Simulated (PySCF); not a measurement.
**Working out the ionisation energy of Bi²⁺**

Bi²⁺ [Xe] 4f14 5d10 6s2 6p1 (2P) → Bi³⁺ [Xe] 4f14 5d10 6s2 (1S). All numbers are calculated (PySCF 2.14, a scalar-relativistic core potential, in def2-TZVPPD with the def2 core potential (60 electrons) (7s5p4d2f, 56 functions)). Frozen: nothing. Energies in hartree (1 hartree = 27.21139 eV):

```tsv
part	Bi²⁺ (lower)	Bi³⁺ (upper)
UHF	-212.729422	-211.882692
MP2 opposite-spin	-0.264436	-0.257123
MP2 same-spin	-0.146905	-0.139826
```

What does Hartree-Fock give?

(-211.882692) − (-212.729422) = 0.846730 hartree = 23.041 eV.

What do MP2 and SCS-MP2 (6/5 opposite-spin, 1/3 same-spin) give?

The opposite-spin parts differ by 0.199 eV and the same-spin parts by 0.193 eV. MP2: 23.041 + (0.199) + (0.193) = 23.433 eV. SCS-MP2: 23.041 + 1.2 × (0.199) + (0.193)/3 = 23.344 eV.

Reference: 25.571 eV (measured; NIST Atomic Spectra Database, ionization energies), between the lowest levels; spin-orbit coupling is absent from the calculation.

What remains against the reference includes basis incompleteness and correlation beyond second order.
